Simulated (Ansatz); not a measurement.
**Question.** Name a neutral molecule of Al, C and H with size of the dipole moment (ωB97M-V/def2-TZVPP) between 0.05 and 0.35 D and HOMO energy (PBE0/def2-TZVPP) between -7.10 and -6.80 eV (Ansatz, PBE0-D4/def2-TZVP geometry).

**Answer.** `C[CH2][Al]([CH3])[CH3]` (0.10 D, -7.07 eV); `CC(C)[CH2][Al]([CH3])[CH2]C(C)C` (0.18 D, -6.91 eV). Other molecules can fit too; these were computed, each in one conformer that needn't be the lowest.
